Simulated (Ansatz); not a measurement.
Process, species as SMILES: N[Si](F)(F)F -> [NH][Si](F)(F)F + H atom (the H-N bond at the site shown breaks; other sites are not compared here)
Structures are relaxed separately at B3LYP-D3(BJ)/def2-TZVP in Ansatz (an electronic-structure program), one conformer each, not searched for the lowest.
Geometry of the first species:
SMILES: N[Si](F)(F)F
```xyz
7

N      1.6258    -0.2885     0.2310
Si    -0.0079     0.0008    -0.0023
F     -0.6083    -0.5087    -1.3769
F     -0.8420    -0.7271     1.1250
F     -0.2817     1.5565     0.0339
H      1.9777    -1.1783     0.5416
H      2.3402     0.2992    -0.1644
```
Charge 0, spin multiplicity 1.

Property: bond dissociation energy (electronic energy difference), in kcal/mol. Valence correlation only, unless marked. UHF or UKS for open shells. No spin-orbit coupling. No relativistic terms. Basis-set limits of correlation are two-point, X^-3; Hartree-Fock from the larger set.

```csv
level,program,bond dissociation energy (kcal/mol),minus last row
revPBE-D3(BJ)/def2-TZVPD,Ansatz + dftd3,116.6,-7.0
CAM-B3LYP/def2-TZVPD,Ansatz,121.2,-2.4
LC-wPBE-D3(BJ)/def2-TZVPD,Ansatz + dftd3,120.1,-3.5
B2PLYP-D4/def2-TZVPD,Ansatz + dftd4,120.4,-3.2
SCS-MP2/6-31G*,Ansatz,112.6,-11.0
"CCSD/CBS(cc-pV(T+d)Z,cc-pV(Q+d)Z)",Ansatz,122.4,-1.2
"CCSD(T)/CBS(cc-pV(T+d)Z,cc-pV(Q+d)Z)",Ansatz,123.6,0.0
```
